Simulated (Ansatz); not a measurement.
CH₆BFGe, SMILES `C[BH][GeH2][F]`, relaxed with RKS PBE-D4/def2-SVP in Ansatz 0.2.0 from a rough embedded geometry. The force threshold is 0.03 eV/Å; the program also tests the step.

Total charge 0; spin multiplicity 1.

Start:

```xyz
10

C    -0.538    0.297    1.394
B    -0.354   -0.653    0.215
Ge    0.657   -0.025   -1.376
F    -0.345   -0.021   -2.871
H     0.436    0.599    1.860
H    -1.073    1.242    1.148
H    -1.116   -0.192    2.223
H    -0.797   -1.706    0.206
H     1.940   -0.960   -1.629
H     1.189    1.420   -1.169
```

```json
{"step": "1", "energy (eV)": "-61021.5594", "largest force (eV/Å)": "1.722", "largest move (Å)": "0.000"}
{"step": "2", "energy (eV)": "-61021.7802", "largest force (eV/Å)": "0.806", "largest move (Å)": "0.168"}
{"step": "3", "energy (eV)": "-61021.8291", "largest force (eV/Å)": "0.264", "largest move (Å)": "0.080"}
{"step": "4", "energy (eV)": "-61021.8379", "largest force (eV/Å)": "0.154", "largest move (Å)": "0.029"}
{"step": "5", "energy (eV)": "-61021.8437", "largest force (eV/Å)": "0.067", "largest move (Å)": "0.057"}
{"step": "6", "energy (eV)": "-61021.8520", "largest force (eV/Å)": "0.073", "largest move (Å)": "0.111"}
{"step": "7", "energy (eV)": "-61021.8643", "largest force (eV/Å)": "0.184", "largest move (Å)": "0.200"}
{"step": "8", "energy (eV)": "-61021.8704", "largest force (eV/Å)": "0.296", "largest move (Å)": "0.149"}
{"step": "9", "energy (eV)": "-61021.8800", "largest force (eV/Å)": "0.218", "largest move (Å)": "0.080"}
{"step": "10", "energy (eV)": "-61021.8909", "largest force (eV/Å)": "0.329", "largest move (Å)": "0.199"}
{"step": "11 (rejected)", "energy (eV)": "-61021.8544", "largest force (eV/Å)": "0.678", "largest move (Å)": "0.172"}
{"step": "12", "energy (eV)": "-61021.8932", "largest force (eV/Å)": "0.159", "largest move (Å)": "0.086"}
{"step": "13", "energy (eV)": "-61021.9009", "largest force (eV/Å)": "0.084", "largest move (Å)": "0.065"}
{"step": "14", "energy (eV)": "-61021.9018", "largest force (eV/Å)": "0.064", "largest move (Å)": "0.027"}
{"step": "15", "energy (eV)": "-61021.9025", "largest force (eV/Å)": "0.054", "largest move (Å)": "0.033"}
{"step": "16", "energy (eV)": "-61021.9028", "largest force (eV/Å)": "0.044", "largest move (Å)": "0.026"}
{"step": "17", "energy (eV)": "-61021.9030", "largest force (eV/Å)": "0.028", "largest move (Å)": "0.027"}
```

End:

```xyz
10

C    -0.401    0.180    1.546
B    -0.600   -0.416    0.122
Ge    0.713   -0.001   -1.420
F     0.102   -0.636   -2.959
H     0.582    0.630    1.782
H    -1.152    1.013    1.566
H    -0.722   -0.498    2.364
H    -1.572   -1.112   -0.112
H     2.104   -0.681   -1.220
H     0.945    1.521   -1.670
```

It took 19 s on 4 threads of an Arm Neoverse V1 on a shared host, with 0.15 GiB of host memory at the peak.
